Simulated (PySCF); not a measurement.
One of the candidates below gave these computed data.

All candidates are C5H12OSi2.

| technique | computed result |
| --- | --- |
| NMR, other nuclei | isotropic shieldings of nuclei other than C and H, by class: 229 (1 O), 371 (1 Si), 420 (1 Si) ppm [GIAO PBE0/pcSseg-1] |
| 1H NMR | chemical shifts (computed TMS as zero) by class: 6.33 (1 H), 6.03 (1 H), 5.56 (1 H), 5.28 (2 H), 4.56 (1 H), 4.35 (1 H), 4.18 (3 H), -0.09 (2 H) ppm [GIAO PBE0/pcSseg-1] |
| Rotational structure | rotational constants A, B, C: 2.279, 0.777, 0.665 GHz [GFN2-xTB] |
| Dipole | 0.56 D [PBE0/pcSseg-1] |
| 13C NMR | chemical shifts (computed TMS as zero) by class: 164.0 (1 C), 141.4 (1 C), 123.6 (1 C), 99.3 (1 C), -5.6 (1 C) ppm [GIAO PBE0/pcSseg-1] |

Electronic properties: PySCF, gas phase, density fitting. Levels stand in brackets. Geometry: GFN2-xTB, one conformer, isolated molecule. NMR classes are plain means over equivalent atoms (diastereotopic ones count apart unless rotation or inversion swaps them), as if these changed places fast.

Problem. Which candidate is it?
A. `[SiH3]C[C@H]1C=CO[SiH2]C1`
B. `C=CC(=C)O[SiH2]C[SiH3]`
C. `CCO[C@H]1C=C[SiH2][SiH2]1`
D. `CC1=C(CCO)[SiH2][SiH2]1`

Solution. B. It is `C=CC(=C)O[SiH2]C[SiH3]`. Numbering: `[CH2:1]=[CH:2][C:3](=[CH2:4])[O:5][SiH2:6][CH2:7][SiH3:8]`. Its formula, C5H12OSi2, gives 2 degrees of unsaturation: 0 rings and 2 π bonds in the structure found. 5 carbons fall into 5 classes; from least to most shielded: vinylic carbon bearing oxygen [C3] (164.0 ppm), alkene CH carbon [C2] (141.4 ppm), terminal =CH2 carbon [C1] (123.6 ppm), terminal =CH2 carbon [C4] (99.3 ppm), sp3 carbon bound to silicon [C7] (-5.6 ppm). Hydrogen classes from least to most shielded: 1 H on an alkene CH carbon, C2 (6.33 ppm), 1 H on a terminal =CH2 carbon, C1 (6.03 ppm), 1 H on a terminal =CH2 carbon, C1 (5.56 ppm), 2 H on an oxygen-bound silicon, Si6 (5.28 ppm), 1 H on a terminal =CH2 carbon, C4 (4.56 ppm), 1 H on a terminal =CH2 carbon, C4 (4.35 ppm), 3 H on an SiH3 silicon, Si8 (4.18 ppm), 2 H on an sp3 carbon bound to silicon, C7 (-0.09 ppm, a mean of values up to 0.8 ppm apart in this geometry). The other shieldings belong to: 229 ppm, silyl ether oxygen [O5]; 371 ppm, oxygen-bound silicon [Si6]; 420 ppm, SiH3 silicon [Si8]. The optimised geometry has point group C1 and is an asymmetric top.

The others, at the same levels:
- `[SiH3]C[C@H]1C=CO[SiH2]C1` fails: its computed 13C shifts are 147.9 (1 C), 117.8 (1 C), 32.3 (1 C), 19.9 (1 C), 13.5 (1 C) ppm, 1H shifts are 6.41 (1 H), 5.32 (1 H), 5.14 (1 H), 5.11 (1 H), 3.83 (3 H), 2.49 (1 H), 1.35 (1 H), 1.21 (1 H), 0.93 (1 H), 0.75 (1 H) ppm and rotational constant A is 2.510 GHz (against 2.279 GHz).
- `CC1=C(CCO)[SiH2][SiH2]1` fails: its computed 13C shifts are 171.8 (1 C), 167.2 (1 C), 66.5 (1 C), 38.2 (1 C), 22.9 (1 C) ppm, 1H shifts are 4.80 (2 H), 4.61 (2 H), 4.02 (2 H), 2.34 (2 H), 2.09 (3 H), 0.02 (1 H) ppm and rotational constant A is 2.145 GHz (against 2.279 GHz).
- `CCO[C@H]1C=C[SiH2][SiH2]1` fails: its computed 13C shifts are 166.8 (1 C), 130.3 (1 C), 85.5 (1 C), 71.0 (1 C), 18.2 (1 C) ppm, 1H shifts are 7.32 (1 H), 6.29 (1 H), 4.62 (1 H), 4.43 (1 H), 4.34 (1 H), 4.17 (1 H), 3.82 (1 H), 3.68 (1 H), 3.59 (1 H), 1.33 (3 H) ppm and rotational constant A is 3.236 GHz (against 2.279 GHz).

Each candidate is one conformer, not necessarily the lowest. The conformers computed, where there is a choice (atom-mapped SMILES and torsion angles):
- `[CH2:1]=[CH:2][C:3](=[CH2:4])[O:5][SiH2:6][CH2:7][SiH3:8]`: C1–C2–C3–C4 177°, C2–C3–O5–Si6 -177°, C3–O5–Si6–C7 74°, O5–Si6–C7–Si8 -69°
- `[CH3:1][C:2]1=[C:3]([CH2:4][CH2:5][OH:6])[SiH2:7][SiH2:8]1`: C2–C3–C4–C5 -153°, C3–C4–C5–O6 -54°, H–O6–C5–C4 -58°

The conformers of `[SiH3]C[C@H]1C=CO[SiH2]C1` and `CCO[C@H]1C=C[SiH2][SiH2]1` aren't listed.
